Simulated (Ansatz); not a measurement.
```xyz
13

C     0.091   -0.910   -1.964
O    -0.971   -0.646   -1.081
Sn   -0.721   -0.910    0.846
O     0.710    0.317    1.387
C     0.537    1.703    1.227
H     0.959   -0.264   -1.780
H     0.431   -1.954   -1.912
H    -0.257   -0.725   -2.984
H    -2.205   -0.439    1.527
H    -0.087   -2.455    1.163
H     1.433    2.206    1.602
H    -0.323    2.088    1.794
H     0.403    1.989    0.176
```

Total charge 0; spin multiplicity 1. Sn: def2 effective core potential.

(1) List the PBE0/def2-TZVPP orbital energies in eV (Ansatz). (Estimate.)

## Answers

(1) Computed: Occupied: -522.24, -522.24, -279.11, -279.11, -140.39, -95.04, -95.03, -95.00, -29.52, -29.21, -28.82, -28.73, -28.72, -27.27, -26.70, -18.69, -18.48, -14.80, -12.68, -12.49, -12.21, -12.07, -12.07, -11.18, -9.67, -8.64, -8.10, -7.69, -7.65. Lowest empty: -0.17, -0.10, 0.37, 1.69, 1.69, 2.39, 2.45, 3.08.
